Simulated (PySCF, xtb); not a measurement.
BrGe, SMILES [Br][Ge] (connectivity only; charge and spin as stated), neutral, multiplicity 2.

Harmonic wavenumbers (cm⁻¹) from xtb with GFN2-xTB at its own minimum, in rising order: 278.

Problem. What does PBE0-D3(BJ)/def2-TZVP (PySCF 2.14.0) give at its own minimum? (An estimate is asked for; the answer gives what the named calculation found.)

Solution. 297. Paired by order, the mean absolute difference is 19 cm⁻¹ and the zero-point energies are 0.4 and 0.4 kcal/mol.
